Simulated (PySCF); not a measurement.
Electron correlation in Cu¹⁶⁺ (copper, charge +16)

Starting occupation: [Ne] 3s2 3p1, 3p1/2 with m_j = +1/2. All numbers are calculated (PySCF 2.14, X2C-1e with screened-nucleus spin-orbit coupling, Gaussian nucleus, in an even-tempered Gaussian basis (19 s from 1.5 bohr⁻², ratio 2.4; 13 p from 1.9 bohr⁻², ratio 2.4; 5 d from 7.6 bohr⁻², ratio 2.6; 4 f from 11 bohr⁻², ratio 2.6)). Frozen: 1s2; 11 electrons correlated; the 50 highest virtual spinors left out.

MP2 pair energies summed by pair of shells (mhartree):

| pair | energy | share (%) |
| --- | --- | --- |
| 2p3/2-2p3/2 | -91.38 | 21.5 |
| 2p1/2-2p3/2 | -91.10 | 21.5 |
| 3s1/2-3s1/2 | -46.87 | 11.0 |
| 2p3/2-2s1/2 | -39.80 | 9.4 |
| 2p3/2-3s1/2 | -30.01 | 7.1 |
| 3p1/2-3s1/2 | -29.66 | 7.0 |
| 2p1/2-2p1/2 | -20.78 | 4.9 |
| 2p1/2-2s1/2 | -19.14 | 4.5 |
| 2p3/2-3p1/2 | -14.71 | 3.5 |
| 2p1/2-3s1/2 | -13.55 | 3.2 |
| 2s1/2-2s1/2 | -10.38 | 2.4 |
| 2s1/2-3s1/2 | -7.02 | 1.7 |
| 2p1/2-3p1/2 | -5.85 | 1.4 |
| 2s1/2-3p1/2 | -3.97 | 0.9 |

Total MP2 correlation energy: -424.21 mhartree.
